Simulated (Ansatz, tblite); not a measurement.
Cost and result up the ladder for Cu₃H₆⁻ (the lowest singlet isomer of a short search) (9 atoms). Total charge -1; singlet. Geometry: r2SCAN-D4/def2-SVPD.

```xyz
9

Cu   -0.730    1.416   -0.902
Cu   -0.583   -0.928   -0.133
Cu    1.455   -0.257    1.088
H     2.743    0.282    1.757
H     0.237    0.429    0.103
H    -0.721    2.906   -1.326
H    -1.360   -2.206   -0.361
H     0.463   -1.580    0.824
H    -1.503   -0.063   -1.050
```

Ansatz on 4 threads of Arm Neoverse V1 on a shared host; xTB runs through tblite on one thread. Times are rough, summed over both states, and most runs start from the orbitals of an earlier one. No level here is sound enough to serve as a yardstick. The other state is a doublet.

The xTB rows come from tblite. HOMO above LUMO, or a gap near zero within one spin, warns that the state may not be the lowest or that an electron is smeared out. The structure comes from a short search, and lower isomers may exist.

Raw xTB energies of ions are shifted by several eV.

| level | functions | vertical IE (eV) | remarks |
| --- | --- | --- | --- |
| GFN2-xTB | 33 | 7.84 | – |
| GFN1-xTB | 39 | 8.92 | – |
| r2SCAN-D4/def2-TZVPD | 198 | 3.82 | gap within one spin near zero (doublet), restricted SCF unstable in HF (-1 singlet) |
| PBE-D4/def2-TZVPD | 198 | 3.80 | gap within one spin near zero (doublet) |
| PBE0-D4/def2-TZVPD (with forces) | 198 | 4.08 | restricted SCF unstable in HF (-1 singlet) |

Estimate how long each takes.

GFN1-xTB 0.011 s; GFN2-xTB 0.021 s; PBE-D4/def2-TZVPD 12 s; PBE0-D4/def2-TZVPD (with forces) 20 s; r2SCAN-D4/def2-TZVPD 29 s. On shared hardware such times vary by a factor of up to 3.
